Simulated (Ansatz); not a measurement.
Reaction (ligand exchange at the Si–C bond): `C[SiH2]C(C)=S` + silanol → `C[SiH2]O[SiH3]` + `CC=S`

Computed with Ansatz on PBE0-D4/def2-TZVP structures; ΔE is electronic, products minus reactants. CCSD(T)/CBS adds triple-zeta CCSD(T) − MP2 to the extrapolated MP2 energy (def2 sets, frozen cores). This one scheme is used for every species. Functionals use def2-TZVPP. B3LYP here is the variant with VWN-RPA as its local correlation; programs differ in this. HSE06 is defined as in plane-wave codes. One conformer a species, not always the lowest.

`C[SiH2]C(C)=S`:

Cartesian coordinates in Å:
```
C 2.065 0.392 -0.811
Si 0.417 0.764 -0.038
C -0.673 -0.778 0.140
C -2.020 -0.603 0.756
S -0.125 -2.214 -0.372
H 2.618 -0.331 -0.209
H 1.934 -0.033 -1.808
H 2.658 1.306 -0.895
H 0.571 1.343 1.329
H -0.359 1.749 -0.845
H -1.917 -0.177 1.761
H -2.567 -1.544 0.813
H -2.601 0.126 0.179
```

`O[SiH3]`:

```xyz
6

O    -1.045   -0.281    0.687
Si    0.372    0.124   -0.050
H    -1.761   -0.598    0.136
H     0.972   -1.038   -0.763
H     1.278    0.573    1.031
H     0.184    1.220   -1.040
```

`C[SiH2]O[SiH3]`:

```xyz
12

C    -0.544   -0.152    2.120
Si   -0.592   -0.651    0.332
O     0.385    0.347   -0.527
Si    0.976    0.716   -2.003
H     0.471   -0.224    2.516
H    -1.189   -0.805    2.714
H    -0.890    0.876    2.246
H    -1.979   -0.555   -0.203
H    -0.123   -2.054    0.165
H     1.890    1.875   -1.862
H    -0.130    1.068   -2.932
H     1.725   -0.440   -2.565
```

`CC=S`:

Z-matrix (Å, degrees):
```
C
C 1 1.482
H 1 1.096 2 109.7
H 1 1.096 2 109.7 3 116.1
H 1 1.089 2 111.8 3 -122.0
S 2 1.608 1 126.2 3 122.0
H 2 1.094 1 114.7 3 -58.0
```

```tsv
level	ΔE (kJ/mol)	difference from CCSD(T)/CBS
PBE-D4	-95.9	15.2
BLYP-D4	-107.5	3.6
r2SCAN-D4	-110.1	1.0
B3LYP-D4	-113.7	-2.6
HSE06-D4	-103.5	7.6
ωB97X-V	-113.0	-1.9
PBE	-100.0	11.1
BLYP	-116.0	-4.9
r2SCAN	-111.1	0.0
B3LYP	-120.4	-9.3
r2SCANh	-112.7	-1.6
HSE06	-106.9	4.2
CAM-B3LYP	-123.5	-12.4
LC-ωPBE	-112.8	-1.7
HF/def2-TZVPP	-142.5	-31.4
CCSD/def2-TZVPP	-117.9	-6.8
CCSD(T)/CBS	-111.1	0
```

Largest T1 diagnostic among the species: 0.016.

The D4 term adds +6.7 kJ/mol with B3LYP and +3.6 kJ/mol with PBE0; it sums over pairs of atoms, weighted by their polarisabilities, and B3LYP, whose exchange is more repulsive, gets the larger term. From BLYP to BHLYP (50 % exact exchange), in def2-TZVPP and without D4, ΔE moves by −12.9 kJ/mol.
